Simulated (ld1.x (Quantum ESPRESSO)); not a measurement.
K (Z = 19), TM: configuration errors across variants

ld1.x (Quantum ESPRESSO) 7.5 input, shortened:

```
&input
   title='K', zed=19., rel=1, dft='PBESOL', iswitch=3,
   config='[Ar] 3d1 4s0 4p0'
 /
 &inputp
   pseudotype=2, tm=.true., lloc=-1, rcloc=1.40,
   nlcc=.true., rcore=0.85
 /
3
3S  1  0   2.00   0.00  1.90  1.90  0.0
3P  2  1   6.00   0.00  1.65  1.65  0.0
3D  3  2   1.00   0.00  4.20  4.20  0.0
 &test
   configts(1)='3s2 3p6 3d1 4s0 4p0'
 /
```

All-electron excitation energies from the reference (eV): (1) 3s2 3p6 3d0 4s1 4p0 -2.409; (2) 3s2 3p6 3d0 4s0 4p0 1.809; (3) 3s2 3p6 3d0 4s0.5 4p0 -0.788; (4) 3s2 3p5 3d0 4s1 4p0 22.488; (5) 3s1 3p6 3d0 4s1 4p0 39.490; (6) 3s2 3p6 3d0.5 4s0.5 4p0 -1.200; (7) 3s2 3p6 3d0 4s0 4p1 -0.891.

Errors AE − PS in meV (a dash: test not solved or not reliable):

```csv
change,(1),(2),(3),(4),(5),(6),(7),bound ghosts
base,+68,+6.1,+51,+368,+339,+41,+5.5,none
"all radii but the core radius scaled by about 0.75 (s 1.42, p 1.24, d 3.14 bohr); local potential all-electron potential smoothed inside 1.04 bohr (lloc = -1)",+46,+1.4,+33,+223,+236,+27,+2.8,none
"all radii but the core radius scaled by about 0.84 (s 1.60, p 1.38, d 3.54 bohr); local potential all-electron potential smoothed inside 1.18 bohr (lloc = -1)",+55,+2.5,+39,+273,+274,+32,+3.5,none
"all radii but the core radius scaled by about 0.95 (s 1.80, p 1.56, d 4.00 bohr); local potential all-electron potential smoothed inside 1.34 bohr (lloc = -1)",+63,+4.9,+46,+333,+317,+37,+4.9,none
"all radii but the core radius scaled by about 1.13 (s 2.14, p 1.86, d 4.72 bohr); local potential all-electron potential smoothed inside 1.58 bohr (lloc = -1)",+75,+12,+58,+455,+384,+46,+7.1,none
"all radii but the core radius scaled by about 1.22 (s 2.32, p 2.00, d 5.12 bohr); local potential all-electron potential smoothed inside 1.70 bohr (lloc = -1)",+73,+13,+57,+469,+378,+45,+13,none
"all radii but the core radius scaled by about 1.26 (s 2.40, p 2.08, d 5.30 bohr); local potential all-electron potential smoothed inside 1.76 bohr (lloc = -1)",+75,+14,+58,+483,+363,+47,+10,none
"all radii but the core radius scaled by about 1.39 (s 2.64, p 2.30, d 5.86 bohr); local potential all-electron potential smoothed inside 1.96 bohr (lloc = -1)",-6.5,+23,+5.3,+290,+91,+2.1,+9.6,none
```

Give the same row for: all radii but the core radius scaled by about 1.04 (s 1.98, p 1.72, d 4.38 bohr); local potential all-electron potential smoothed inside 1.46 bohr (lloc = -1).

+73, +7.8, +54, +402, +358, +44, +6.0; bound ghosts: none.
